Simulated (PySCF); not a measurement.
Diagnose this run.

A core-ionisation job on CH6OSi2, SMILES `O=C[SiH2][SiH3]`. Method: PySCF, delta-SCF UKS HF, pcX-2 on the ionised atom, pcseg-1 elsewhere, spin-free X2C.

Driver input (Å, PBE0-D3(BJ)/def2-SVP geometry):

```
{"job": {"kind": "xps", "xc": "HF"}, "charge": 0, "multiplicity": 1}
O      1.4849    -1.6656    -0.0715
C      1.7780    -0.4983    -0.1530
Si     0.4073     0.8723    -0.1020
Si    -1.5925    -0.3098     0.1848
H      2.8583    -0.1995    -0.2611
H      0.4662     1.6508    -1.3800
H      0.7137     1.8149     1.0208
H     -1.7959    -1.2293    -0.9733
H     -1.5230    -1.0949     1.4524
H     -2.7467     0.6379     0.2617
```

Output:

```
ground state, core basis on atom 0 (O), 125 functions
  cycle   1  E = -695.05921661  |g| = 7.15e-01
  cycle   2  E = -695.12856617  |g| = 6.18e-01
  cycle   3  E = -695.19596424  |g| = 6.36e-02
  cycle   4  E = -695.19829741  |g| = 2.24e-02
  cycle   5  E = -695.19858841  |g| = 8.70e-03
  cycle   6  E = -695.19864517  |g| = 3.68e-03
  cycle   7  E = -695.19865323  |g| = 1.01e-03
  cycle   8  E = -695.19865391  |g| = 1.80e-04
  E(ground) = -695.19865391 Eh
hole in O 1s of atom 0
  cycle   1  E = -674.60851213  |g| = 2.19e+00
  cycle   2  E = -675.11556902  |g| = 1.22e+00
  cycle   3  E = -675.43706466  |g| = 1.17e-01
  cycle   4  E = -675.44250206  |g| = 3.15e-02
  cycle   5  E = -675.44326627  |g| = 1.53e-02
  cycle   6  E = -675.44361131  |g| = 5.10e-03
  cycle   7  E = -675.44365780  |g| = 2.37e-03
  cycle   8  E = -675.44367029  |g| = 7.84e-04
  cycle   9  E = -675.44367179  |g| = 1.51e-04
  E(ion) = -675.44367179 Eh   <S^2> = 0.7755   hole on atom = 1.000   binding energy = 537.560 eV
ground state, core basis on atom 1 (C), 125 functions
  cycle   1  E = -695.17541924  |g| = 4.53e-02
  cycle   2  E = -695.17560526  |g| = 3.04e-02
  cycle   3  E = -695.17576626  |g| = 4.40e-03
  cycle   4  E = -695.17577127  |g| = 5.82e-04
  cycle   5  E = -695.17577154  |g| = 1.85e-04
  E(ground) = -695.17577154 Eh
hole in C 1s of atom 1
  cycle   1  E = -683.84130387  |g| = 1.48e+00
  cycle   2  E = -684.11025841  |g| = 9.30e-01
  cycle   3  E = -684.36876371  |g| = 2.38e-01
  cycle   4  E = -684.38960970  |g| = 6.96e-02
  cycle   5  E = -684.39255017  |g| = 2.97e-02
  ... (40 cycles left out)
  cycle  46  E = -684.38312376  |g| = 1.02e-02
  cycle  47  E = -684.38143894  |g| = 1.82e-02
  cycle  48  E = -684.38443826  |g| = 4.46e-03
  cycle  49  E = -684.38499275  |g| = 5.03e-03
  cycle  50  E = -684.38311452  |g| = 1.02e-02
hole again with damping 0.5
  cycle   1  E = -683.84130387  |g| = 1.48e+00
  cycle   2  E = -684.11025841  |g| = 9.30e-01
  cycle   3  E = -684.38419365  |g| = 1.14e-01
  cycle   4  E = -684.38920875  |g| = 5.43e-02
  cycle   5  E = -684.39081945  |g| = 3.80e-02
  ... (70 cycles left out)
  cycle  76  E = -684.38464311  |g| = 4.96e-03
  cycle  77  E = -684.38467172  |g| = 5.10e-03
  cycle  78  E = -684.38466167  |g| = 5.08e-03
  cycle  79  E = -684.38434496  |g| = 5.64e-03
  cycle  80  E = -684.38448567  |g| = 5.21e-03
hole again, all orbitals by overlap
  cycle   1  E = -683.84130387  |g| = 1.48e+00
  cycle   2  E = -684.11025841  |g| = 9.30e-01
  cycle   3  E = -684.38419365  |g| = 1.14e-01
  cycle   4  E = -684.38920875  |g| = 5.43e-02
  cycle   5  E = -684.39081945  |g| = 3.80e-02
  ... (70 cycles left out)
  cycle  76  E = -684.38464311  |g| = 4.96e-03
  cycle  77  E = -684.38467172  |g| = 5.10e-03
  cycle  78  E = -684.38466167  |g| = 5.08e-03
  cycle  79  E = -684.38434496  |g| = 5.64e-03
  cycle  80  E = -684.38448567  |g| = 5.21e-03
  E(ion) = -684.38448567 Eh   <S^2> = 0.9427   hole on atom = 1.000   binding energy = 293.646 eV
ground state, core basis on atom 2 (Si), 136 functions
  cycle   1  E = -695.23579506  |g| = 7.26e-02
  cycle   2  E = -695.23597962  |g| = 7.00e-03
  cycle   3  E = -695.23599026  |g| = 2.04e-03
  cycle   4  E = -695.23599171  |g| = 6.99e-04
  cycle   5  E = -695.23599195  |g| = 2.41e-04
  E(ground) = -695.23599195 Eh
hole in Si 1s of atom 2
  cycle   1  E = -626.28154662  |g| = 4.32e+00
  cycle   2  E = -627.23022333  |g| = 1.03e+00
  cycle   3  E = -627.34025541  |g| = 1.19e-01
  cycle   4  E = -627.34368598  |g| = 6.24e-02
  cycle   5  E = -627.34515173  |g| = 9.06e-03
  cycle   6  E = -627.34521674  |g| = 3.41e-03
  cycle   7  E = -627.34523908  |g| = 1.96e-03
  cycle   8  E = -627.34525084  |g| = 1.09e-03
  cycle   9  E = -627.34525548  |g| = 5.35e-04
  cycle  10  E = -627.34525664  |g| = 3.96e-04
  E(ion) = -627.34525664 Eh   <S^2> = 0.7557   hole on atom = 1.000   binding energy = 1847.401 eV
hole in Si 2p of atom 2
  cycle   1  E = -690.99185092  |g| = 1.20e+00
  cycle   2  E = -691.28444172  |g| = 4.19e-01
  cycle   3  E = -691.31974208  |g| = 6.31e-02
  cycle   4  E = -691.32101243  |g| = 3.68e-02
  cycle   5  E = -691.32162995  |g| = 7.71e-03
  ... (40 cycles left out)
  cycle  46  E = -691.32175982  |g| = 2.93e-03
  cycle  47  E = -691.32176271  |g| = 2.66e-03
  cycle  48  E = -691.32186596  |g| = 3.64e-03
  cycle  49  E = -691.32173429  |g| = 4.24e-03
  cycle  50  E = -691.32173370  |g| = 4.17e-03
hole again with damping 0.5
  cycle   1  E = -690.99185092  |g| = 1.20e+00
  cycle   2  E = -691.28444172  |g| = 4.19e-01
  cycle   3  E = -691.31750564  |g| = 1.42e-01
  cycle   4  E = -691.32070606  |g| = 5.52e-02
  cycle   5  E = -691.32130914  |g| = 2.43e-02
  ... (70 cycles left out)
  cycle  76  E = -691.32175335  |g| = 2.38e-03
  cycle  77  E = -691.32177002  |g| = 2.75e-03
  cycle  78  E = -691.32175040  |g| = 2.33e-03
  cycle  79  E = -691.32168192  |g| = 9.53e-04
  cycle  80  E = -691.32164463  |g| = 1.40e-03
hole again, all orbitals by overlap
  cycle   1  E = -690.99185092  |g| = 1.20e+00
  cycle   2  E = -691.28444172  |g| = 4.19e-01
  cycle   3  E = -691.31750564  |g| = 1.42e-01
  cycle   4  E = -691.32070606  |g| = 5.52e-02
  cycle   5  E = -691.32130914  |g| = 2.43e-02
  ... (70 cycles left out)
  cycle  76  E = -691.32175335  |g| = 2.38e-03
  cycle  77  E = -691.32177002  |g| = 2.75e-03
  cycle  78  E = -691.32175040  |g| = 2.33e-03
  cycle  79  E = -691.32168192  |g| = 9.53e-04
  cycle  80  E = -691.32164463  |g| = 1.40e-03
  E(ion) = -691.32164463 Eh   <S^2> = 0.7945   hole on atom = 1.002   binding energy = 106.515 eV
  2p3/2 = 106.315 eV   2p1/2 = 106.909 eV
ground state, core basis on atom 3 (Si), 136 functions
  cycle   1  E = -695.23410952  |g| = 7.17e-02
  cycle   2  E = -695.23426595  |g| = 5.95e-03
  cycle   3  E = -695.23427374  |g| = 1.79e-03
  cycle   4  E = -695.23427469  |g| = 9.94e-04
  cycle   5  E = -695.23427498  |g| = 2.35e-04
  E(ground) = -695.23427498 Eh
hole in Si 1s of atom 3
  cycle   1  E = -626.29161789  |g| = 4.32e+00
  cycle   2  E = -627.25183765  |g| = 1.01e+00
  cycle   3  E = -627.34831071  |g| = 7.54e-02
  cycle   4  E = -627.34963883  |g| = 1.53e-02
  cycle   5  E = -627.34975142  |g| = 8.41e-03
  cycle   6  E = -627.34979524  |g| = 2.98e-03
  cycle   7  E = -627.34981351  |g| = 1.69e-03
  cycle   8  E = -627.34982297  |g| = 7.02e-04
  cycle   9  E = -627.34982460  |g| = 2.58e-04
  E(ion) = -627.34982460 Eh   <S^2> = 0.7553   hole on atom = 1.000   binding energy = 1847.230 eV
hole in Si 2p of atom 3
  cycle   1  E = -691.00235749  |g| = 1.20e+00
  cycle   2  E = -691.30077040  |g| = 3.92e-01
  cycle   3  E = -691.32680338  |g| = 2.71e-02
  cycle   4  E = -691.32731133  |g| = 1.24e-02
  cycle   5  E = -691.32744168  |g| = 7.43e-03
  cycle   6  E = -691.32751338  |g| = 3.46e-03
  cycle   7  E = -691.32754649  |g| = 1.52e-03
  cycle   8  E = -691.32755408  |g| = 5.66e-04
  cycle   9  E = -691.32755489  |g| = 2.37e-04
  E(ion) = -691.32755489 Eh   <S^2> = 0.7630   hole on atom = 1.002   binding energy = 106.307 eV
  2p3/2 = 106.104 eV   2p1/2 = 106.698 eV
```

The program numbers atoms from 0. The 2p3/2 and 2p1/2 values come from a spin–orbit splitting computed afterwards; their 2:1 mean is the average over the three 2p orbitals and can differ from the one hole solved.

Which binding energies of this run can't be used, and why?

2 of 6 holes failed. The driver asks that ground and ion SCF both reach |g| < 5e-4 and that the core orbital is emptied to over 0.9. Failed: C1s on atom 1 (core orbital emptied to 1.000, ⟨S²⟩ = 0.943, so the hole stayed but an SCF missed its threshold); Si2p on atom 2 (core orbital emptied to 1.002, ⟨S²⟩ = 0.794, so the hole stayed but an SCF missed its threshold). Passed: O1s on atom 0, Si1s on atom 2, Si1s on atom 3, Si2p on atom 3.

What would you do next?

Discard what failed. Damping and filling all orbitals by overlap were tried in this run and didn't help; a first stage with the core hole frozen, a second-order or squared-gradient solver, or a restricted open-shell scheme is left to try.

The run took 79 s on an Arm Neoverse V1 with one thread, no GPU, on a shared host, and the process peaked at 0.52 GiB of memory.
